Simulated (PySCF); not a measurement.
TiO: mean field, correlation and small terms against distance

State: ³Δ, triplet, unpaired electrons σ ↑, δ ↑. ROHF-based CCSD(T) in PySCF 2.14 with Ti aug-cc-pVDZ, O aug-cc-pVDZ and Ti aug-cc-pVTZ, O aug-cc-pVTZ (frozen core orbitals: 10; no relativity). Correlation energies are extrapolated as n⁻³ (n = 2, 3), Hartree–Fock as (n+1)·exp(−9√n). SR is the spin-free X2C energy in Ti cc-pVTZ-DK, O cc-pVTZ-DK less the non-relativistic one in Ti cc-pVTZ, O cc-pVTZ. All energies in eV from Ti (3d2 4s2) + O.

| R (Å) | HF/CBS | CCSD corr. | (T) | SR | total |
| --- | --- | --- | --- | --- | --- |
| 1.4145 | -1.564 | -3.018 | -0.4664 | 0.0270 | -5.021 |
| 1.4788 | -2.292 | -3.103 | -0.5322 | 0.0219 | -5.905 |
| 1.5431 | -2.656 | -3.172 | -0.6000 | 0.0195 | -6.409 |
| 1.6074 | -2.737 | -3.234 | -0.6696 | 0.0189 | -6.621 |
| 1.6717 | -2.601 | -3.293 | -0.7418 | 0.0196 | -6.616 |
| 1.7521 | -2.208 | -3.370 | -0.8377 | 0.0217 | -6.394 |
| 1.8324 | -1.646 | -3.455 | -0.9419 | 0.0249 | -6.018 |

A fit to the total gives Re = 1.6369 Å, De = 6.642 eV, ωe = 1013.9 cm⁻¹, Be = 0.5246 cm⁻¹ (masses 47.9479 and 15.9949 u).

At R = 1.6074 Å the CCSD correlation energy is -0.293371 hartree in the smaller basis and -0.339403 in the larger. Extrapolate it.

(3³·E3 − 2³·E2)/(3³ − 2³) = -0.35878 hartree; the larger basis holds 94.6 % of it.

The T1 diagnostic is 0.051, large enough to doubt a single reference. The state was picked by a PBE0 search and need not be the measured ground state. Spin–orbit coupling, excitations beyond (T) and corrections to the Born–Oppenheimer picture are left out.
